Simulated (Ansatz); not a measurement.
`C[C]([GeH3])=[Se]` + `C1COC1` → `CC1COC1` + `[GeH3][CH]=[Se]`  (formal exchange of groups at a C–C bond)

Calculated with Ansatz (gas phase, PBE0-D4/def2-TZVP geometries, no zero-point term in ΔE). CCSD(T)/CBS adds triple-zeta CCSD(T) − MP2 to the extrapolated MP2 energy (def2 sets, frozen cores). Functionals use def2-TZVPP. B3LYP here is the variant with VWN-RPA as its local correlation; programs differ in this. For Ge, Se outer-core shells are correlated without core-valence functions, which leaves a few kJ/mol of doubt a bond. Scalar relativity is left out up to krypton.

`C[C]([GeH3])=[Se]`:

Z-matrix (Å, degrees):
```
C
C 1 1.487
H 1 1.090 2 112.2
H 1 1.097 2 110.0 3 -121.9
H 1 1.097 2 110.0 3 121.9
Ge 2 1.967 1 116.9 3 179.9
Se 2 1.761 1 123.0 3 -0.0
H 6 1.541 2 108.5 1 -58.8
H 6 1.529 2 109.9 1 179.8
H 6 1.541 2 108.5 1 58.4
```

`C1COC1`:

Z-matrix (Å, degrees):
```
C
C 1 1.531
C 1 1.532 2 84.4
H 1 1.089 2 115.0 3 -115.0
H 1 1.089 2 115.8 3 116.0
O 2 1.434 1 91.9 3 2.2
H 2 1.094 1 116.1 3 117.7
H 2 1.095 1 115.4 3 -113.0
H 3 1.095 1 116.1 2 -117.7
H 3 1.095 1 115.4 2 113.0
```

`CC1COC1`:

Z-matrix (Å, degrees):
```
C
C 1 1.508
H 1 1.094 2 110.9
H 1 1.093 2 111.3 3 120.1
H 1 1.093 2 111.3 3 -120.0
C 2 1.534 1 118.3 3 -49.2
C 2 1.534 1 118.3 3 49.5
H 2 1.092 1 110.6 3 -179.9
O 6 1.433 2 91.9 1 126.1
H 6 1.094 2 117.2 1 -117.8
H 6 1.098 2 114.0 1 11.4
H 7 1.098 2 114.0 1 -11.4
H 7 1.094 2 117.2 1 117.8
```

`[GeH3][CH]=[Se]`:

Cartesian coordinates in Å:
```
Ge 0.162 0.659 -0.498
C -0.177 -0.793 0.764
Se -0.708 -2.399 0.315
H -0.053 0.135 -1.919
H 1.603 1.161 -0.302
H -0.801 1.818 -0.184
H -0.025 -0.582 1.824
```

Q: Is it downhill or uphill in electronic energy at CCSD(T)/CBS, and by how much? (An estimate is asked.)

A: Computed: Uphill: ΔE = +0.14 eV.

Q: What do these levels give: PBE0, B3LYP, HF/def2-TZVPP, MP2/def2-QZVPP, MP2/CBS(def2), CCSD/CBS(def2)? (Estimate.)

A: The calculation gave: PBE0 0.16, B3LYP 0.15, HF/def2-TZVPP 0.10, MP2/def2-QZVPP 0.17, MP2/CBS(def2) 0.18, CCSD/CBS(def2) 0.13 eV.

Largest T1 diagnostic among the species: 0.014.
